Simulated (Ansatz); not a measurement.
Geometry optimisation, RHF/def2-SVP in Ansatz 0.2.0.

The input (input.yaml):

```yaml
crystal:
  periodic: [false, false, false]
  atoms:
    - { symbol: Al, position_ang: [0.086086, 0.351308, -0.125609] }
    - { symbol: F, position_ang: [0.014253, 0.203473, 1.533324] }
    - { symbol: F, position_ang: [1.495792, 0.744505, -0.840814] }
    - { symbol: F, position_ang: [-1.312554, 0.344585, -0.967251] }
    - { symbol: O, position_ang: [0.082436, -2.456064, 0.805352] }
    - { symbol: H, position_ang: [-0.701982, -2.987807, 0.778303] }
    - { symbol: H, position_ang: [0.015969, -1.9218, 1.614295] }
basis:
  gaussian: { orbitals: def2-SVP }
hamiltonian:
  xc: hf
relax:
  f_tol: 0.03
  max_steps: 50
```

Launched with:

```bash
$ ansatz run input.yaml --threads 1 --pin off --max-ram 2048MiB --backend cpu --events-out ev --progress --plain --runs-dir out
```

Task: Where does it end, and by what steps?

Result: The forces met the threshold. After 8 steps the energy has fallen by 1.088 eV; H6 moved furthest, 0.74 Å. Joined: Al1–O5 (2.96 → 1.94 Å).

```json
{"step": "0", "energy less start (eV)": "0.0000", "largest force component (eV/Å)": "1.207", "accepted": "yes"}
{"step": "1", "energy less start (eV)": "-0.1761", "largest force component (eV/Å)": "1.617", "accepted": "yes"}
{"step": "2", "energy less start (eV)": "-0.4860", "largest force component (eV/Å)": "2.233", "accepted": "yes"}
{"step": "3", "energy less start (eV)": "-0.8651", "largest force component (eV/Å)": "1.941", "accepted": "yes"}
{"step": "4", "energy less start (eV)": "-0.9740", "largest force component (eV/Å)": "1.729", "accepted": "yes"}
{"step": "5", "energy less start (eV)": "-1.0498", "largest force component (eV/Å)": "0.776", "accepted": "yes"}
{"step": "6", "energy less start (eV)": "-1.0790", "largest force component (eV/Å)": "0.466", "accepted": "yes"}
{"step": "7", "energy less start (eV)": "-1.0880", "largest force component (eV/Å)": "0.066", "accepted": "yes"}
{"step": "8", "energy less start (eV)": "-1.0884", "largest force component (eV/Å)": "0.024", "accepted": "yes"}
```

```xyz
7
Properties=species:S:1:pos:R:3
Al 0.041 -0.021 0.118
F -0.038 0.611 1.644
F 1.445 0.203 -0.714
F -1.351 -0.097 -0.771
O 0.052 -1.886 0.661
H -0.596 -2.462 0.270
H 0.127 -2.071 1.590
```

Whether the end is a true minimum wasn't checked by a vibrational analysis.

The run took 12 s on 1 thread of Arm Neoverse V2, on a shared host, peak memory 0.15 GiB.
